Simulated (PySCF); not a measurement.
# Computed properties of Si(Cl)2(OH)2 (Cl2H2O2Si), SMILES Cl[Si](O)(Cl)O

Si(Cl)2(OH)2 (Cl2H2O2Si), SMILES O[Si](O)(Cl)Cl. Geometry: PBE0-D3(BJ)/def2-SVP. One conformer was computed; it need not be the lowest. All values are computed for the isolated molecule unless a solvent is named; none is compared with measurement here.

**Structure.** The optimised structure has C2 symmetry. All 15 harmonic modes at PBE0-D3(BJ)/def2-SVP (PySCF) are real, so it is a minimum. With heavy atoms numbered as in [OH:1][Si:2]([OH:3])([Cl:4])[Cl:5], the shortest bond between them is O1–Si2 at 1.640 Å and the longest Si2–Cl4 at 2.042 Å.

**Vibrations.** The strongest infrared lines (harmonic, unscaled, degenerate partners summed) lie at 837 cm⁻¹ (392 km/mol, H 66 %, O 17 %, Si 16 %), 3922 cm⁻¹ (177 km/mol, H 94 %), 615 cm⁻¹ (176 km/mol, Si 54 %, Cl 32 %, H 13 %). The softest mode is at 133 cm⁻¹ and the zero-point energy is 20.2 kcal/mol.

**Electronic structure.** r2SCAN/def2-TZVP (PySCF) places the frontier levels at -8.11 and -0.23 eV, a gap of 7.88 eV, and gives a dipole moment of 1.99 D and a mean polarisability of 51.4 bohr³. PBE/def2-TZVP (PySCF) at the same geometry gives -7.70 and -0.81 eV, so its gap is 0.99 eV narrower. An orbital gap is neither the optical nor the fundamental gap.

**Excitations.** TDDFT-M06-2X/def2-SVPD (PySCF) has S1 at 8.07 eV (154 nm, f = 0.015, weak); the most intense of the 10 singlets computed lies at 8.88 eV (f = 0.11). T1 (TDA) is at 7.80 eV. TDDFT-PBE/def2-SVPD (PySCF) puts S1 at 6.67 eV. No vertical singlet excitation falls in the visible range (under 3.1 eV).

**NMR.** GIAO shifts at PBE0/pcSseg-1 (PySCF) (non-relativistic, atoms alike by connectivity averaged): ¹H at 2.8 ppm against TMS; ²⁹Si at -25.2 ppm against TMS. Without spin–orbit terms, shifts of atoms bonded to Cl or Br come out too high.

**Solvation.** SMD-M06-2X/def2-SVP (PySCF) gives -8.8 kcal/mol in water, -7.3 kcal/mol in cyclohexanone, -6.6 kcal/mol in chlorobenzene (1 M in both phases, gas-phase geometry); of these solvents water holds the molecule best.
